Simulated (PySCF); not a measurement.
## Continuum solvent and chemical shifts

Numbering as in the mapped SMILES `[CH3:1][C:2](=[S:3])[C:4]([F:5])([F:6])[F:7]`. Each H is labelled by its parent atom.

GIAO PBE0/pcSseg-1 in PySCF 2.14 on one PBE0-D3(BJ)/def2-SVP conformer, non-relativistic, equivalent nuclei averaged. Solvents enter as an IEF-PCM continuum (tetrahydrofuran with ε = 7.4, methanol with ε = 32.6) around the gas-phase geometry. Shifts are referred to TMS, CS2, CFCl3 computed in the same medium.

In tetrahydrofuran, δ in ppm: C2 256.7, C4 122.0, C1 41.3, S3 1039.7, F5/F6/F7 -84.2, H(C1) 3.39. Dipole moment 2.65 D.

(1) How does each δ change in the more polar medium?

(2) Which nuclei move most (in ppm), and what does the model miss?

Answers

(1) 
| atoms | environment | Δδ, methanol |
| --- | --- | --- |
| C2 | thiocarbonyl carbon | +1.0 |
| C4 | CF3 carbon | +0.3 |
| C1 | methyl carbon | +0.5 |
| S3 | thione sulfur | -19.5 |
| F5/F6/F7 | fluorine of a CF3 group | +0.3 |
| H(C1) | hydrogen on a methyl carbon | +0.03 |

Changes are relative to tetrahydrofuran. The dipole moment becomes 2.76 D in methanol.

(2) S3 (thione sulfur, -19.5 ppm) in methanol. A continuum only polarises the solute; specific hydrogen bonds, the anisotropy of aromatic solvents and changes of geometry or conformer are outside it.
